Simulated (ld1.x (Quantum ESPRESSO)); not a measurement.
barium (Ba): one change to a TM potential, before and after

| Quantity | Value |
| --- | --- |
| Element | Ba |
| Generator | ld1.x (Quantum ESPRESSO) 7.5 |
| Type | norm-conserving Troullier–Martins (Kleinman–Bylander form) |
| Functional | LDA (PZ) |
| Relativity | fully relativistic |
| Frozen core | [Xe] |
| Valence charge | 2 |
| Reference configuration | 5d0 6s1.5 6p0.5 |
| Partial waves | 6p (bound): rc 3.45 bohr; 5d (bound, empty): rc 0.75 bohr; 6s (bound): rc 3.75 bohr |
| Local potential | the s channel |
| Core correction | none |

Open shells are filled in proportion to 2j + 1 (rel_dist='average').

Change: wave 6p (bound): rc 3.45 bohr becomes 6p (bound): rc 4.46 bohr.

Cutoffs: the cutoffs (Ry, on a coarse ladder) from which the occupation-weighted sum of valence levels, in a spherical-Bessel basis at the reference potential, stays within 10 and 1 mRy of its value at 400 Ry; they do not see the model core or the augmentation charge, which bear on the density cutoff. Errors are all-electron minus pseudo energies relative to the spin-unpolarised reference configuration.

Q: Predict the effect on cutoff, ghosts and configuration errors.

A: The potential gets softer (8 Ry and 15 Ry → 6 Ry and 6 Ry); the bound ghost in p disappears; of the 6 tests that both files solve, the error grows in 0 and shrinks in 5 by more than 15 % and 0.3 meV (median size 13.9 → 11.7 meV). A larger radius leaves more room for a smooth pseudo-wave, so fewer plane waves are needed. That the errors move this way runs against the usual rule that smaller radii transfer better.

```csv
quantity,base,changed
"cutoff, loose",8 Ry,6 Ry
"cutoff, tight",15 Ry,6 Ry
loose cutoff by channel (10 mRy a level),"p 10 Ry, s 6 Ry","p 6 Ry, s 6 Ry"
bound ghosts,"p1/2, p3/2",none
"tests counted (converged, no solver errors)",6 of 7,6 of 7
"error for 5d0 6s2 6p0, meV [ΔE -1.04 eV]",+8.1,+3.8
"error for 5d0 6s1 6p0, meV [ΔE 4.50 eV]",+18,+19
"error for 5d0 6s1.5 6p0, meV [ΔE 1.17 eV]",+3.3,+1.0
"error for 5d0 6s1 6p1, meV [ΔE 1.07 eV]",+9.5,+4.8
"error for 5d0 6s0 6p2, meV [ΔE 3.31 eV]",+108,+57
"error for 5d0 6s0 6p1, meV [ΔE 7.20 eV]",+145,+111
```

Base: The cutoffs count occupied waves only; the empty 5d level needs 100 Ry at the loose tolerance. Tests not counted: 5d1 6s1 6p0 (solver errors, printed error -11.8 eV). The 5d radius (0.75 bohr) lies inside the outermost node of the all-electron wave (1.00 bohr), which a nodeless pseudo-wave cannot match soundly. Changed file: The cutoffs count occupied waves only; the empty 5d level needs 100 Ry at the loose tolerance. Tests not counted: 5d1 6s1 6p0 (solver errors, printed error -11.8 eV). The 5d radius (0.75 bohr) lies inside the outermost node of the all-electron wave (1.00 bohr), which a nodeless pseudo-wave cannot match soundly. A true bound ghost makes a file unfit for plane-wave use even where its test errors are small: the radial tests pick states by their node count and pass the ghost by. Where a test does run into it, the solver fails or the error is huge.
